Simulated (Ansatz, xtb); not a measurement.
## Relative energy of two isomers of C5H3N3Se

Structure X: `N#Cc1nccc([SeH])n1`, a singlet. Structure Y: `[H]/N=C\c1n[se]cc1C#N`, a singlet. Both are isolated molecules in the gas phase, relaxed with r2SCAN-D4/def2-SVP; the shapes shown needn't be the lowest conformers.

X (Å):

| atom | x (Å) | y (Å) | z (Å) |
| --- | --- | --- | --- |
| C | -1.9293 | 0.1141 | -0.6401 |
| C | -0.6695 | -0.5632 | -0.4112 |
| C | 0.4723 | -2.2317 | 0.5913 |
| C | 1.6562 | -1.7973 | 0.0003 |
| C | 1.5582 | -0.6655 | -0.8304 |
| N | -2.9412 | 0.6574 | -0.8225 |
| N | -0.7044 | -1.6256 | 0.3969 |
| N | 0.3948 | -0.0489 | -1.0357 |
| Se | 3.0254 | 0.1174 | -1.7472 |
| H | 0.4690 | -3.1075 | 1.2516 |
| H | 2.6018 | -2.3136 | 0.1785 |
| H | 4.0109 | -0.8499 | -1.2375 |

Y (Å):

```yaml
atoms:
  - { symbol: C, position_ang: [-1.3051, -1.1549, 1.5985] }
  - { symbol: C, position_ang: [-0.5830, -0.2931, 0.7255] }
  - { symbol: C, position_ang: [-1.1238, 0.8427, 0.1525] }
  - { symbol: C, position_ang: [0.7983, -0.5113, 0.3411] }
  - { symbol: C, position_ang: [1.6017, -1.6652, 0.8249] }
  - { symbol: N, position_ang: [-1.8847, -1.8693, 2.3149] }
  - { symbol: N, position_ang: [1.3496, 0.3625, -0.4743] }
  - { symbol: N, position_ang: [2.8135, -1.9011, 0.5177] }
  - { symbol: Se, position_ang: [0.1561, 1.6492, -0.8985] }
  - { symbol: H, position_ang: [-2.1392, 1.2194, 0.2860] }
  - { symbol: H, position_ang: [1.0745, -2.3560, 1.5052] }
  - { symbol: H, position_ang: [3.1455, -1.1615, -0.1207] }
```

**Question.** Estimate which is lower in electronic energy at CCSD(T)/def2-SVP + ΔMP2/def2-TZVPP, and by roughly how much.

**Answer.** The CCSD(T)/def2-SVP + ΔMP2/def2-TZVPP calculation puts structure X lower, by 0.399 eV.

How the difference moves with the method:

```json
{"level": "GFN2-xTB", "geometry": "GFN2-xTB", "E(Y) − E(X) (eV)": "+0.827", "departure from the last row (eV)": "+0.427", "job, with rough time for the two": "optimisation, 0.22 s"}
{"level": "HF/STO-3G", "geometry": "GFN2-xTB", "E(Y) − E(X) (eV)": "+0.929", "departure from the last row (eV)": "+0.530", "job, with rough time for the two": "single point, 0.58 s"}
{"level": "r2SCAN-D4/def2-SVP//GFN2-xTB", "geometry": "GFN2-xTB", "E(Y) − E(X) (eV)": "+0.771", "departure from the last row (eV)": "+0.371", "job, with rough time for the two": "single point, 4.4 s"}
{"level": "r2SCAN-D4/def2-SVP", "geometry": "r2SCAN-D4/def2-SVP", "E(Y) − E(X) (eV)": "+0.722", "departure from the last row (eV)": "+0.323", "job, with rough time for the two": "optimisation, 35 s"}
{"level": "HF/def2-SVP", "geometry": "r2SCAN-D4/def2-SVP", "E(Y) − E(X) (eV)": "+1.147", "departure from the last row (eV)": "+0.748", "job, with rough time for the two": "part of the CCSD(T) run"}
{"level": "MP2/def2-SVP", "geometry": "r2SCAN-D4/def2-SVP", "E(Y) − E(X) (eV)": "+0.675", "departure from the last row (eV)": "+0.276", "job, with rough time for the two": "part of the CCSD(T) run"}
{"level": "CCSD(T)/def2-SVP", "geometry": "r2SCAN-D4/def2-SVP", "E(Y) − E(X) (eV)": "+0.683", "departure from the last row (eV)": "+0.283", "job, with rough time for the two": "single point"}
{"level": "CCSD(T)/def2-SVP + ΔMP2/def2-TZVPP", "geometry": "r2SCAN-D4/def2-SVP", "E(Y) − E(X) (eV)": "+0.399", "departure from the last row (eV)": "", "job, with rough time for the two": "single point, 2.7 min"}
```

As drawn, Y has 1 N–H, 1 C=N, 1 C–C, 1 N∷Se, 1 C∷Se in place of 3 C∷N, 1 C–Se, 1 Se–H (∷ is an aromatic bond). Structure X has a 6-membered ring (with an aromatic ring), Y a 5-membered ring (with an aromatic ring).

The levels shown agree on the order. The largest departure from CCSD(T)/def2-SVP + ΔMP2/def2-TZVPP is that of HF/def2-SVP, 0.748 eV. The last row adds to CCSD(T) the change of the MP2 difference between the two basis sets, here −0.283 eV, a large step that makes the value less sure.

With thermal terms from frequencies at re-optimised GFN2-xTB minima (ideal gas, soft modes damped towards free rotors, one conformer each, 298.15 K, 1 atm): the zero-point term adds +0.071 eV; ΔH is +0.475 and ΔG +0.465 eV.

The correlated steps freeze 17 core orbitals; the filled d shell of Se is correlated, in a basis made for valence electrons. Run with Ansatz 0.2.0, xtb 6.7.1; the last row on 4 threads of Arm Neoverse V2 on a shared host.
